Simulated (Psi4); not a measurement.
N$_{2}$, singlet, at a GFN2-xTB geometry; PBE0/def2-SVP (Psi4).

Input for Psi4:
```
memory 2 GB

molecule mol {
0 1
N    -0.000000   -0.000000   -0.549110
N     0.000000    0.000000    0.549110
}

set {
  basis def2-svp
  reference rks
  scf_type pk
  puream true
  d_convergence 1e-8
  dft_radial_points 99
  dft_spherical_points 590
}

energy('pbe0')
print_variables()
```

Q: What does Psi4 print? Leave out banner, timings and long lists.

A: 
```
   => Loading Basis Set <=

    Name: DEF2-SVP
    Role: ORBITAL
    Keyword: BASIS

         ---------------------------------------------------------
                                   SCF
               by Justin Turney, Rob Parrish, Andy Simmonett
                          and Daniel G. A. Smith
                              RKS Reference
         ---------------------------------------------------------

  ==> Geometry <==

    Molecular point group: d2h
    Full point group: D_inf_h

    Geometry (in Angstrom), charge = 0, multiplicity = 1:

       Center              X                  Y                   Z               Mass
    ------------   -----------------  -----------------  -----------------  -----------------
         N            0.000000000000     0.000000000000    -0.549110000000    14.003074004430
         N            0.000000000000     0.000000000000     0.549110000000    14.003074004430

  Running in d2h symmetry.

  Rotational constants: A = ************  B =      1.99629  C =      1.99629 [cm^-1]
  Rotational constants: A = ************  B =  59847.37605  C =  59847.37605 [MHz]
  Nuclear repulsion =   23.610645701981390

  Charge       = 0
  Multiplicity = 1
  Electrons    = 14
  Nalpha       = 7
  Nbeta        = 7

  ==> Algorithm <==

  SCF Algorithm Type is PK.
  DIIS enabled.
  MOM disabled.
  Fractional occupation disabled.
  Guess Type is SAD.
  Energy threshold   = 1.00e-06
  Density threshold  = 1.00e-08
  Integral threshold = 1.00e-12

  ==> Primary Basis <==

  Basis Set: DEF2-SVP
    Blend: DEF2-SVP
    Number of shells: 12
    Number of basis functions: 28
    Number of Cartesian functions: 30
    Spherical Harmonics?: true
    Max angular momentum: 2

  ==> DFT Potential <==

   => LibXC <=

    Version 7.1.2
    S. Lehtola, C. Steigemann, M. J. T. Oliveira, and M. A. L. Marques,  SoftwareX 7, 1–5 (2018) (10.1016/j.softx.2017.11.002)

   => Composite Functional: PBE0 <=

    PBE0 Hyb-GGA Exchange-Correlation Functional

    C. Adamo and V. Barone,  J. Chem. Phys. 110, 6158 (1999) (10.1063/1.478522)
    M. Ernzerhof and G. E. Scuseria,  J. Chem. Phys. 110, 5029 (1999) (10.1063/1.478401)

    Deriv               =              1
    GGA                 =           TRUE
    Meta                =          FALSE

    Exchange Hybrid     =           TRUE
    MP2 Hybrid          =          FALSE

   => Exchange Functionals <=

    0.7500   Perdew, Burke & Ernzerhof

   => Exact (HF) Exchange <=

    0.2500               HF

   => Correlation Functionals <=

    1.0000   Perdew, Burke & Ernzerhof

   => LibXC Density Thresholds  <==

    XC_HYB_GGA_XC_PBEH:  1.00E-15

   => Molecular Quadrature <=

    Radial Scheme          =       TREUTLER
    Pruning Scheme         =           NONE
    Nuclear Scheme         =       TREUTLER

    Blocking Scheme        =         OCTREE
    BS radius alpha        =              1
    Pruning alpha          =              1
    Radial Points          =             99
    Spherical Points       =            590
    Total Points           =         107932
    Total Blocks           =            892
    Max Points             =            255
    Max Functions          =             28
    Weights Tolerance      =       1.00E-15

  ==> Integral Setup <==

  Using in-core PK algorithm.
   Calculation information:
      Number of atoms:                   2
      Number of AO shells:              12
      Number of primitives:             24
      Number of atomic orbitals:        30
      Number of basis functions:        28

      Integral cutoff                 1.00e-12
      Number of threads:                 1

  Performing in-core PK
  Using 165242 doubles for integral storage.
  We computed 3081 shell quartets total.
  Whereas there are 3081 unique shell quartets.

  ==> DiskJK: Disk-Based J/K Matrices <==

    J tasked:                  Yes
    K tasked:                  Yes
    wK tasked:                  No
    Schwarz Cutoff:          1E-12

  Minimum eigenvalue in the overlap matrix is 1.0055807397E-02.
  Reciprocal condition number of the overlap matrix is 3.3309148403E-03.
    Using symmetric orthogonalization.

  ==> Pre-Iterations <==

  SCF Guess: Superposition of Atomic Densities via on-the-fly atomic UHF (no occupation information).

   -------------------------
    Irrep   Nso     Nmo
   -------------------------
     Ag         7       7
     B1g        1       1
     B2g        3       3
     B3g        3       3
     Au         1       1
     B1u        7       7
     B2u        3       3
     B3u        3       3
   -------------------------
    Total      28      28
   -------------------------

  ==> Iterations <==

                        Total Energy        Delta E     RMS |[F,P]|

   @RKS iter SAD:  -108.82393733957791   -1.08824e+02   0.00000e+00
   @RKS iter   1:  -109.29319362471635   -4.69256e-01   1.73894e-02 ADIIS/DIIS
   @RKS iter   2:  -109.30786960747875   -1.46760e-02   1.02659e-02 ADIIS/DIIS
   @RKS iter   3:  -109.31511659879723   -7.24699e-03   5.77382e-04 ADIIS/DIIS
   @RKS iter   4:  -109.31513604708589   -1.94483e-05   3.96347e-05 DIIS
   @RKS iter   5:  -109.31513613501669   -8.79308e-08   1.40273e-06 DIIS
   @RKS iter   6:  -109.31513613521044   -1.93751e-10   2.95380e-08 DIIS
   @RKS iter   7:  -109.31513613521061   -1.70530e-13   1.70916e-09 DIIS
  Energy and wave function converged.

  ==> Post-Iterations <==

   Electrons on quadrature grid:
      Ntotal   =   14.0000000162 ; deviation = 1.621e-08

    Orbital Energies [Eh]
    ---------------------

    Doubly Occupied:

       1Ag   -14.492726     1B1u  -14.491022     2Ag    -1.145643
       2B1u   -0.558704     1B2u   -0.482166     1B3u   -0.482166
       3Ag    -0.442379

    Virtual:

       1B3g   -0.012810     1B2g   -0.012810     4Ag     0.518582
       3B1u    0.529539     5Ag     0.650154     2B2u    0.661506
       2B3u    0.661506     4B1u    0.678523     2B3g    0.811344
       2B2g    0.811344     5B1u    1.114880     3B3u    1.826345
       3B2u    1.826345     6Ag     1.856470     1B1g    1.856470
       6B1u    2.338435     1Au     2.338435     7Ag     2.706639
       3B3g    3.070096     3B2g    3.070096     7B1u    3.439626

    Final Occupation by Irrep:
             Ag   B1g   B2g   B3g    Au   B1u   B2u   B3u
    DOCC [     3,    0,    0,    0,    0,    2,    1,    1 ]
    NA   [     3,    0,    0,    0,    0,    2,    1,    1 ]
    NB   [     3,    0,    0,    0,    0,    2,    1,    1 ]

  @RKS Final Energy:  -109.31513613521061

   => Energetics <=

    Nuclear Repulsion Energy =             23.6106457019813902
    One-Electron Energy =                -194.3072859318266126
    Two-Electron Energy =                  71.6692357268470488
    DFT Exchange-Correlation Energy =     -10.2877316322124326
    Empirical Dispersion Energy =           0.0000000000000000
    VV10 Nonlocal Energy =                  0.0000000000000000
    Total Energy =                       -109.3151361352106079

Computation Completed

Properties will be evaluated at   0.000000,   0.000000,   0.000000 [a0]

Properties computed using the SCF density matrix

 Multipole Moments:

 ------------------------------------------------------------------------------------
     Multipole            Electronic (a.u.)      Nuclear  (a.u.)        Total (a.u.)
 ------------------------------------------------------------------------------------

 L = 1.  Multiply by 2.5417464519 to convert [e a0] to [Debye]
 Dipole X            :          0.0000000            0.0000000            0.0000000
 Dipole Y            :          0.0000000            0.0000000            0.0000000
 Dipole Z            :          0.0000000            0.0000000            0.0000000
 Magnitude           :                                                    0.0000000

 ------------------------------------------------------------------------------------

  Variable Map:
  ----------------------------------------------------------------------------
  "CURRENT ENERGY"              =>    -109.315136135211
  "CURRENT REFERENCE ENERGY"    =>    -109.315136135211
  "DD SOLVATION ENERGY"         =>       0.000000000000
  "DFT FUNCTIONAL TOTAL ENERGY" =>    -109.315136135211
  "DFT TOTAL ENERGY"            =>    -109.315136135211
  "DFT VV10 ENERGY"             =>       0.000000000000
  "DFT XC ENERGY"               =>     -10.287731632212
  "GRID ELECTRONS ALPHA"        =>       7.000000008107
  "GRID ELECTRONS BETA"         =>       7.000000008107
  "GRID ELECTRONS TOTAL"        =>      14.000000016214
  "NUCLEAR REPULSION ENERGY"    =>      23.610645701981
  "ONE-ELECTRON ENERGY"         =>    -194.307285931827
  "PCM POLARIZATION ENERGY"     =>       0.000000000000
  "PE ENERGY"                   =>       0.000000000000
  "SCF ITERATION ENERGY"        =>    -109.315136135211
  "SCF ITERATIONS"              =>       7.000000000000
  "SCF TOTAL ENERGY"            =>    -109.315136135211
  "TWO-ELECTRON ENERGY"         =>      71.669235726847
  "XC GRID RADIAL POINTS"       =>      99.000000000000
  "XC GRID SPHERICAL POINTS"    =>     590.000000000000
  "XC GRID TOTAL POINTS"        =>  107932.000000000000

  Array Variable Map:
  ----------------------------------------------------------------------------
  "CURRENT DIPOLE"              =>       0.000000000000 ... 0.000000000000 1 by 3
  "SCF DIPOLE"                  =>       0.000000000000 ... 0.000000000000 1 by 3
  "SCF TOTAL ENERGIES"          =>    -108.823937339578 ... -109.315136135211 1 by 8
```
